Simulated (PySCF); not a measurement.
**Two-component Hartree-Fock for Co (cobalt, neutral)**

Start: [Ar] 3d7 4s2; 3d3/2 filled at m_j = -3/2, -1/2, +1/2, +3/2; 3d5/2 filled at m_j = +1/2, +3/2, +5/2. Calculated with PySCF 2.14 in x2c-SVPall-2c with one added diffuse shell each of s, d type (6s5p4d1f, 48 functions): generalised Hartree-Fock with the X2C-1e Hamiltonian and a Gaussian nucleus; one run each with spin-orbit coupling (SO) switched off, then screened by Boettger's factors.

```json
{"spinor shell": "1s1/2", "electrons": "2", "ε, spin-free (eV)": "-7774.3", "ε, screened SO (eV)": "-7774.2", "weight of nominal j (screened SO)": "1.000", "rms radius, screened SO (bohr)": "0.0649"}
{"spinor shell": "2s1/2", "electrons": "2", "ε, spin-free (eV)": "-964.83", "ε, screened SO (eV)": "-964.79", "weight of nominal j (screened SO)": "1.000", "rms radius, screened SO (bohr)": "0.276"}
{"spinor shell": "2p1/2", "electrons": "2", "ε, spin-free (eV)": "-822.82", "ε, screened SO (eV)": "-833.42", "weight of nominal j (screened SO)": "0.996", "rms radius, screened SO (bohr)": "0.247"}
{"spinor shell": "2p3/2", "electrons": "4", "ε, spin-free (eV)": "-822.82", "ε, screened SO (eV)": "-817.57", "weight of nominal j (screened SO)": "0.998", "rms radius, screened SO (bohr)": "0.250"}
{"spinor shell": "3s1/2", "electrons": "2", "ε, spin-free (eV)": "-125.82", "ε, screened SO (eV)": "-125.80", "weight of nominal j (screened SO)": "1.000", "rms radius, screened SO (bohr)": "0.832"}
{"spinor shell": "3p3/2", "electrons": "4", "ε, spin-free (eV)": "-82.444", "ε, screened SO (eV)": "-81.284", "weight of nominal j (screened SO)": "0.818", "rms radius, screened SO (bohr)": "0.893"}
{"spinor shell": "3p1/2", "electrons": "2", "ε, spin-free (eV)": "-82.444", "ε, screened SO (eV)": "-84.750", "weight of nominal j (screened SO)": "0.636", "rms radius, screened SO (bohr)": "0.890"}
{"spinor shell": "3d5/2", "electrons": "3", "ε, spin-free (eV)": "-18.112", "ε, screened SO (eV)": "-19.297", "weight of nominal j (screened SO)": "0.786", "rms radius, screened SO (bohr)": "1.15"}
{"spinor shell": "3d3/2", "electrons": "4", "ε, spin-free (eV)": "-18.112", "ε, screened SO (eV)": "-17.225", "weight of nominal j (screened SO)": "0.703", "rms radius, screened SO (bohr)": "1.19"}
{"spinor shell": "4s1/2", "electrons": "2", "ε, spin-free (eV)": "-7.403", "ε, screened SO (eV)": "-7.402", "weight of nominal j (screened SO)": "1.000", "rms radius, screened SO (bohr)": "3.38"}
```

```tsv
quantity	spin-free	screened SO
E (hartree)	-1391.65381	-1391.67570
M_J	9/2	9/2
⟨J²⟩	24.764	24.764
⟨L²⟩	12.004	12.020
⟨S²⟩	3.761	3.755
```

Each row is a mean over spinors that exchange with the open shell spreads, by up to 13.853 eV (3p3/2).

Rows whose weight is well below 1 are mixtures of j = l ± 1/2: exchange outweighs spin-orbit coupling there, and the label is only the starting occupation.

Without spin-orbit coupling the j labels of p, d and f shells carry no meaning; the spin-free column gives the mean over the occupied spinors of each nl shell.
